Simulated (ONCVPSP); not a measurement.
# Building the ONCV potential for Mg (LDA (Perdew-Zunger), non-relativistic).

```json
{"Element": "magnesium (Mg)", "Generator": "ONCVPSP 4.0.1", "Type": "optimised norm-conserving Vanderbilt (ONCV)", "Functional": "LDA (Perdew-Zunger)", "Relativity": "non-relativistic", "Frozen core": "[He]", "Valence charge": "10", "Reference configuration": "2s2 2p6 3s1.5 3p0.5", "Partial waves": "2s+3s: rc 1.10 bohr, ncon 4, nbas 7, qcut 8.2 1/bohr, 2 projectors; 2p+3p: rc 1.55 bohr, ncon 5, nbas 9, qcut 11.3 1/bohr, 2 projectors", "Local potential": "polynomial inside 0.85 bohr (lpopt 2, dvloc0 1 Ha)", "Core correction": "polynomial model core, fcfact 0.65"}
```

Results:

* Cutoffs needed: 44 Ha and 50 Ha (the cutoffs (Ha) at which the residual kinetic energy of the hardest occupied pseudo-wave falls to 1 and 0.1 mHa per electron)
* Ghost test: no bound ghost flagged; no localised positive-energy state flagged
* Largest excitation error: -1.7 meV (all-electron minus pseudo) for 2s2 2p6 3s0 3p0, out of 4 test configurations
* rms error of d²Exc/dni dnj: 1.61 mHa without and 0.85 mHa with the model core

Generation and tests took about 3.1 s on one core of a shared server CPU.
